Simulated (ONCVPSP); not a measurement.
Tc: one change to an ONCV potential, before and after

* Element: Tc
* Generator: ONCVPSP 4.0.1
* Type: optimised norm-conserving Vanderbilt (ONCV)
* Functional: LDA (Perdew-Wang 92)
* Relativity: scalar-relativistic
* Frozen core: [Ar] 3d10
* Valence charge: 15
* Reference configuration: 4s2 4p6 4d5 5s1 5p1
* Partial waves: 4s+5s: rc 1.90 bohr, ncon 4, nbas 9, qcut 6.2 1/bohr, 2 projectors; 4p+5p: rc 2.30 bohr, ncon 4, nbas 8, qcut 6.7 1/bohr, 2 projectors; 4d: rc 1.90 bohr, ncon 5, nbas 10, qcut 7.9 1/bohr, local
* Local potential: the d channel
* Core correction: Teter function fitted to the true core (icmod 2), fcfact 0.4

Change: s: rc 2.4.

Cutoffs: the cutoffs (Ha) at which the residual kinetic energy of the hardest occupied pseudo-wave falls to 1 and 0.1 mHa per electron; they do not see the model core or the augmentation charge, which bear on the density cutoff. Errors are all-electron minus pseudo energies relative to the spin-unpolarised reference configuration.

Predict the effect on cutoff, ghosts and configuration errors.

The potential gets neither clearly harder nor softer (21 Ha and 25 Ha → 21 Ha and 25 Ha); the d channel sets the loose cutoff, while the largest relative change is in s, which becomes softer; of the 4 tests that both files solve, the error grows in 3 and shrinks in 0 by more than 15 % and 0.3 meV (median size 3.4 → 3.9 meV); neither file shows a bound ghost. More of the atom is replaced by a form fitted at one configuration, so other configurations suffer.

| quantity | base | changed |
| --- | --- | --- |
| cutoff, loose | 21 Ha | 21 Ha |
| cutoff, tight | 25 Ha | 25 Ha |
| loose cutoff by channel | s 12 Ha, p 14 Ha, d 21 Ha | s 7.4 Ha, p 14 Ha, d 21 Ha |
| bound ghosts | none | none |
| GHOST(+) flags under 300 eV | none | none |
| error for 4s2 4p6 4d5 5s2 5p0, meV [ΔE -3.84 eV] | -0.4 | -0.8 |
| error for 4s2 4p6 4d5 5s1 5p0, meV [ΔE 4.59 eV] | -0.9 | -0.9 |
| error for 4s2 4p6 4d5 5s0 5p0, meV [ΔE 19.78 eV] | -6.1 | -7.1 |
| error for 4s2 4p6 4d6 5s0 5p0, meV [ΔE 2.70 eV] | -5.9 | -7.0 |
| p: phases at 2.33 bohr within 0.05 rad from the reference energy up to (Ha; the scan ends near 5) | 4.6 | 4.6 |
| d: phases at 1.93 bohr within 0.05 rad from the reference energy up to (Ha; the scan ends near 5) | 2.2 | 2.2 |
| rms error of d²Exc/dni dnj with the model core, mHa | 0.86 | 1.06 |
